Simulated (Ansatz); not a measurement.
Task: Name a neutral molecule of C, F, In, N, O and H with HOMO energy (B3LYP/def2-TZVPP) between -6.65 and -6.35 eV and HOMO–LUMO gap (ωB97M-V/def2-TZVPP) between 8.80 and 9.10 eV (Ansatz, PBE0-D4/def2-TZVP geometry).

Result: `C[N](C)[In]([OH])[F]` (-6.36 eV, 8.96 eV). Other molecules can fit too; these were computed, each in one conformer that needn't be the lowest.

B3LYP here is the variant with VWN-RPA as its local correlation; programs differ in this.
